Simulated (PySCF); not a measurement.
Spinor energies of Sn (tin, neutral)

Start: [Kr] 4d10 5s2 5p1 6s1; 5p3/2 filled at m_j = +3/2; 6s1/2 filled at m_j = +1/2. Calculated with PySCF 2.14 in x2c-SVPall-2c with one added diffuse shell each of s, p type (7s9p4d, 54 functions): generalised Hartree-Fock with the X2C-1e Hamiltonian and a Gaussian nucleus; one run each with spin-orbit coupling (SO) switched off, then screened by Boettger's factors. This is a chosen level, not necessarily the ground level.

```json
{"spinor shell": "1s1/2", "electrons": "2", "ε, spin-free (eV)": "-29345.9", "ε, screened SO (eV)": "-29343.4", "weight of nominal j (screened SO)": "1.000", "rms radius, screened SO (bohr)": "0.0333"}
{"spinor shell": "2s1/2", "electrons": "2", "ε, spin-free (eV)": "-4524.9", "ε, screened SO (eV)": "-4524.3", "weight of nominal j (screened SO)": "1.000", "rms radius, screened SO (bohr)": "0.136"}
{"spinor shell": "2p1/2", "electrons": "2", "ε, spin-free (eV)": "-4056.5", "ε, screened SO (eV)": "-4216.8", "weight of nominal j (screened SO)": "1.000", "rms radius, screened SO (bohr)": "0.118"}
{"spinor shell": "3s1/2", "electrons": "2", "ε, spin-free (eV)": "-915.79", "ε, screened SO (eV)": "-915.67", "weight of nominal j (screened SO)": "1.000", "rms radius, screened SO (bohr)": "0.361"}
{"spinor shell": "3p1/2", "electrons": "2", "ε, spin-free (eV)": "-758.66", "ε, screened SO (eV)": "-788.85", "weight of nominal j (screened SO)": "1.000", "rms radius, screened SO (bohr)": "0.354"}
{"spinor shell": "3p3/2", "electrons": "4", "ε, spin-free (eV)": "-758.66", "ε, screened SO (eV)": "-744.88", "weight of nominal j (screened SO)": "1.000", "rms radius, screened SO (bohr)": "0.366"}
{"spinor shell": "3d3/2", "electrons": "4", "ε, spin-free (eV)": "-517.20", "ε, screened SO (eV)": "-522.43", "weight of nominal j (screened SO)": "1.000", "rms radius, screened SO (bohr)": "0.340"}
{"spinor shell": "3d5/2", "electrons": "6", "ε, spin-free (eV)": "-517.20", "ε, screened SO (eV)": "-513.65", "weight of nominal j (screened SO)": "1.000", "rms radius, screened SO (bohr)": "0.343"}
{"spinor shell": "4s1/2", "electrons": "2", "ε, spin-free (eV)": "-163.76", "ε, screened SO (eV)": "-163.81", "weight of nominal j (screened SO)": "1.000", "rms radius, screened SO (bohr)": "0.872"}
{"spinor shell": "4p1/2", "electrons": "2", "ε, spin-free (eV)": "-113.79", "ε, screened SO (eV)": "-119.23", "weight of nominal j (screened SO)": "1.000", "rms radius, screened SO (bohr)": "0.933"}
{"spinor shell": "4p3/2", "electrons": "4", "ε, spin-free (eV)": "-113.79", "ε, screened SO (eV)": "-111.41", "weight of nominal j (screened SO)": "1.000", "rms radius, screened SO (bohr)": "0.958"}
{"spinor shell": "4d3/2", "electrons": "4", "ε, spin-free (eV)": "-39.230", "ε, screened SO (eV)": "-39.925", "weight of nominal j (screened SO)": "0.992", "rms radius, screened SO (bohr)": "1.18"}
{"spinor shell": "4d5/2", "electrons": "6", "ε, spin-free (eV)": "-39.230", "ε, screened SO (eV)": "-38.885", "weight of nominal j (screened SO)": "0.995", "rms radius, screened SO (bohr)": "1.19"}
{"spinor shell": "5s1/2", "electrons": "2", "ε, spin-free (eV)": "-16.615", "ε, screened SO (eV)": "-16.660", "weight of nominal j (screened SO)": "0.999", "rms radius, screened SO (bohr)": "2.53"}
{"spinor shell": "5p3/2", "electrons": "1", "ε, spin-free (eV)": "-9.586", "ε, screened SO (eV)": "-9.416", "weight of nominal j (screened SO)": "1.000", "rms radius, screened SO (bohr)": "3.32"}
{"spinor shell": "6s1/2", "electrons": "1", "ε, spin-free (eV)": "-2.722", "ε, screened SO (eV)": "-2.735", "weight of nominal j (screened SO)": "1.000", "rms radius, screened SO (bohr)": "6.93"}
```

(1) Where does 2p3/2 lie, and what is the 2p spin-orbit splitting (screened SO)?

```json
{"quantity": "E (hartree)", "spin-free": "-6172.26343", "screened SO": "-6173.68506"}
{"quantity": "M_J", "spin-free": "2", "screened SO": "2"}
{"quantity": "⟨J²⟩", "spin-free": "6.010", "screened SO": "6.009"}
{"quantity": "⟨L²⟩", "spin-free": "2.007", "screened SO": "2.022"}
{"quantity": "⟨S²⟩", "spin-free": "2.003", "screened SO": "2.018"}
```

Each row is a mean over spinors that exchange with the open shell spreads, by up to 2.072 eV (5s1/2).

Breit and QED terms are absent; they matter most for the inner s and p1/2 levels.

Densities and radii are taken from the X2C orbitals without a picture-change correction, which distorts them close to the nucleus.

Without spin-orbit coupling the j labels of p, d and f shells carry no meaning; the spin-free column gives the mean over the occupied spinors of each nl shell.

Results:

(1) At -3983.4 eV, 233.34 eV above 2p1/2.
